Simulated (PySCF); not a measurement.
C3H2F4. Atoms are numbered in the order given.

```xyz
9

C      1.0793     1.7147     0.0000
C      0.0157     0.9214     0.0000
F     -1.2374     1.3809     0.0000
C      0.0438    -0.5885     0.0000
F     -0.5803    -1.0768     1.0809
F     -0.5803    -1.0768    -1.0809
F      1.3016    -1.0461     0.0000
H      2.0798     1.2851     0.0000
H      0.9564     2.7990     0.0000
```

The structure is a stationary point at B3LYP-D3(BJ)/def2-SVP.

Computed with PySCF with B3LYP/def2-TZVP.

Isolated molecule, no solvent.

```yaml
total_energy: -515.09548 hartree
point_group: Cs
highest_occupied_level: -8.30 eV
lowest_empty_level: -1.07 eV
orbital_gap: 7.23 eV
dipole_moment: 0.442 e·Å
quadrupole, principal values (traceless, Buckingham form, about the centre of nuclear charge): -2.68, -2.52, 5.19 D·Å
mean_static_polarisability: 38.5 bohr³ (5.70 Å³)
polarisability_principal_values: 29.9, 36.2, 49.3 bohr³
```
